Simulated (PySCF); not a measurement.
Ligands exchanged one at a time, B CH3-NH2. All species are isolated molecules in the gas phase. Strings in code marks are SMILES.

The T1 excitation (TDA) from two functionals at the same geometries (B3LYP-D3(BJ)/def2-TZVP), both in PySCF: PBE-D3(BJ)/def2-TZVP and M06-2X/def2-TZVP. Excitations are Tamm–Dancoff values on a coarser integration grid. The basis has no diffuse functions, so Rydberg states are missing or too high.

```tsv
species	PBE-D3(BJ)/def2-TZVP (eV)
0 of 3 CH3 replaced by NH2 (`CB(C)C`)	5.56
1 of 3 CH3 replaced by NH2 (`NB(C)C`)	6.22
2 of 3 CH3 replaced by NH2 (`CB(N)N`)	5.32
3 of 3 CH3 replaced by NH2 (`NB(N)N`)	5.05
```

Task: What does M06-2X/def2-TZVP give for each?

Result: 
- 0 of 3 CH3 replaced by NH2 (`CB(C)C`): 6.02
- 1 of 3 CH3 replaced by NH2 (`NB(C)C`): 6.77
- 2 of 3 CH3 replaced by NH2 (`CB(N)N`): 6.27
- 3 of 3 CH3 replaced by NH2 (`NB(N)N`): 6.07
Over these rows, drawn at random from the members with no instability flagged (it was tested for open shells, ions and some series alone), PBE minus M06-2X: mean -0.74 eV, from -1.02 eV to -0.46 eV.
